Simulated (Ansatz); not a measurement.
Cartesian coordinates in Å:
```
B 1.104 0.715 -0.765
Si -0.751 0.212 -0.065
C -0.589 -0.833 1.484
Ga 0.529 -0.375 -2.601
H 1.578 1.342 0.148
H 1.090 1.421 -1.789
H -1.495 1.473 0.210
H 0.024 -0.316 2.226
H -0.105 -1.786 1.256
H -1.565 -1.043 1.926
H -1.649 -0.545 -1.014
H 1.829 -0.265 -1.015
```

The species carries charge 0 and has multiplicity 1. The bonds changed during the relaxation, so this is another structure than the one it started from.

(1) List the r2SCAN/def2-TZVPP orbital energies in eV (Ansatz). (Best estimate.)

Results:

(1) Ansatz gave: Occupied: -10122.49, -1790.55, -1244.63, -1101.01, -1101.01, -1100.98, -272.65, -179.27, -148.14, -141.02, -100.94, -100.93, -100.82, -95.89, -95.86, -95.85, -20.53, -20.53, -20.49, -20.46, -20.45, -18.16, -14.84, -12.37, -10.56, -10.32, -9.82, -9.01, -8.09, -7.94, -7.03, -6.55. Lowest empty: -1.94, -1.75, 0.02, 0.48, 1.25, 1.43, 1.74, 2.17.
